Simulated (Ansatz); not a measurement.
A short molecular-dynamics run on the cluster Cu3⁺ (the lowest singlet isomer of a short search).

```yaml
crystal:
  periodic: [false, false, false]
  atoms:
    - {symbol: Cu, position_ang: [-0.425632, 1.102586, 0.722704]}
    - {symbol: Cu, position_ang: [-0.095720, -0.001414, -1.382019]}
    - {symbol: Cu, position_ang: [0.521352, -1.101172, 0.659305]}
basis:
  gaussian: {orbitals: "6-31G*"}
total_charge: 1
hamiltonian: {xc: {name: revPBE}, dispersion: d3bj}
md: {timestep: 0.5 fs, n_steps: 15, ensemble: nve, temperature: 300, initial_velocities: maxwell_boltzmann, seed: 859}
scf: {omitted_lower_state_checks: [starts]}
```

```sh
$ ansatz run in.yaml --threads 4 --pin off --events-out ev --progress --plain --max-ram 3916MiB
```

| step | time (fs) | potential energy (eV) | kinetic (eV) | T (K) | conserved (eV) |
| --- | --- | --- | --- | --- | --- |
| 0 | 0.0 | -133881.3564 | 0.0388 | 300 | -133881.3176 |
| 1 | 0.5 | -133881.3638 | 0.0462 | 357 | -133881.3176 |
| 2 | 1.0 | -133881.3723 | 0.0547 | 423 | -133881.3176 |
| 3 | 1.5 | -133881.3819 | 0.0643 | 497 | -133881.3176 |
| 4 | 2.0 | -133881.3925 | 0.0749 | 580 | -133881.3176 |
| 5 | 2.5 | -133881.4042 | 0.0866 | 670 | -133881.3176 |
| 6 | 3.0 | -133881.4169 | 0.0993 | 768 | -133881.3176 |
| 7 | 3.5 | -133881.4306 | 0.1130 | 874 | -133881.3176 |
| 8 | 4.0 | -133881.4453 | 0.1277 | 988 | -133881.3176 |
| 9 | 4.5 | -133881.4610 | 0.1434 | 1109 | -133881.3176 |
| 10 | 5.0 | -133881.4776 | 0.1600 | 1238 | -133881.3176 |
| 11 | 5.5 | -133881.4951 | 0.1776 | 1374 | -133881.3176 |
| 12 | 6.0 | -133881.5136 | 0.1960 | 1516 | -133881.3176 |
| 13 | 6.5 | -133881.5328 | 0.2152 | 1665 | -133881.3176 |
| 14 | 7.0 | -133881.5529 | 0.2353 | 1821 | -133881.3176 |
| 15 | 7.5 | -133881.5738 | 0.2562 | 1982 | -133881.3176 |

Velocities are drawn at the set temperature; a run this short doesn't reach equilibrium.

The 6-31G sets use Cartesian d functions.

Frames (Å, forces in eV/Å):

```xyz
3
time=0.0 fs
Cu   -0.426    1.103    0.723    0.958   -2.481   -1.626
Cu   -0.096   -0.001   -1.382    0.215    0.003    3.110
Cu    0.521   -1.101    0.659   -1.173    2.478   -1.484
3
time=0.5 fs
Cu   -0.425    1.101    0.722    0.955   -2.474   -1.622
Cu   -0.096   -0.001   -1.382    0.216    0.002    3.105
Cu    0.521   -1.100    0.660   -1.171    2.473   -1.483
3
time=1.0 fs
Cu   -0.425    1.100    0.721    0.952   -2.467   -1.618
Cu   -0.096   -0.001   -1.381    0.216    0.000    3.099
Cu    0.521   -1.100    0.660   -1.168    2.466   -1.481
3
time=1.5 fs
Cu   -0.424    1.099    0.721    0.949   -2.458   -1.613
Cu   -0.096    0.000   -1.381    0.216   -0.001    3.093
Cu    0.520   -1.099    0.660   -1.165    2.459   -1.480
3
time=2.0 fs
Cu   -0.423    1.097    0.720    0.945   -2.449   -1.607
Cu   -0.096    0.000   -1.380    0.216   -0.003    3.085
Cu    0.520   -1.098    0.660   -1.161    2.451   -1.477
3
time=2.5 fs
Cu   -0.423    1.096    0.719    0.941   -2.438   -1.601
Cu   -0.096    0.001   -1.379    0.216   -0.004    3.076
Cu    0.519   -1.096    0.660   -1.157    2.442   -1.474
3
time=3.0 fs
Cu   -0.422    1.094    0.718    0.936   -2.426   -1.594
Cu   -0.097    0.001   -1.378    0.216   -0.006    3.065
Cu    0.519   -1.095    0.660   -1.153    2.432   -1.471
3
time=3.5 fs
Cu   -0.422    1.092    0.717    0.931   -2.414   -1.587
Cu   -0.097    0.002   -1.377    0.216   -0.007    3.054
Cu    0.518   -1.094    0.660   -1.148    2.421   -1.467
3
time=4.0 fs
Cu   -0.421    1.090    0.716    0.926   -2.400   -1.578
Cu   -0.097    0.002   -1.376    0.216   -0.009    3.041
Cu    0.518   -1.092    0.660   -1.142    2.409   -1.463
3
time=4.5 fs
Cu   -0.420    1.088    0.715    0.920   -2.385   -1.569
Cu   -0.097    0.003   -1.375    0.216   -0.011    3.028
Cu    0.517   -1.091    0.660   -1.136    2.396   -1.458
3
time=5.0 fs
Cu   -0.419    1.086    0.714    0.914   -2.368   -1.559
Cu   -0.097    0.003   -1.373    0.216   -0.013    3.012
Cu    0.516   -1.089    0.659   -1.129    2.381   -1.453
3
time=5.5 fs
Cu   -0.418    1.084    0.713    0.907   -2.350   -1.549
Cu   -0.097    0.003   -1.372    0.215   -0.015    2.996
Cu    0.515   -1.088    0.659   -1.122    2.365   -1.447
3
time=6.0 fs
Cu   -0.417    1.082    0.711    0.899   -2.331   -1.537
Cu   -0.097    0.004   -1.370    0.215   -0.017    2.977
Cu    0.515   -1.086    0.659   -1.114    2.348   -1.440
3
time=6.5 fs
Cu   -0.417    1.080    0.710    0.891   -2.310   -1.524
Cu   -0.097    0.004   -1.368    0.215   -0.019    2.958
Cu    0.514   -1.084    0.658   -1.106    2.329   -1.433
3
time=7.0 fs
Cu   -0.416    1.077    0.708    0.882   -2.287   -1.511
Cu   -0.097    0.005   -1.366    0.214   -0.022    2.936
Cu    0.513   -1.082    0.658   -1.096    2.309   -1.425
3
time=7.5 fs
Cu   -0.415    1.075    0.707    0.873   -2.263   -1.496
Cu   -0.097    0.005   -1.365    0.214   -0.025    2.913
Cu    0.512   -1.080    0.657   -1.086    2.287   -1.417
```

It took 22 s on 4 threads of Arm Neoverse V1 on a shared host.
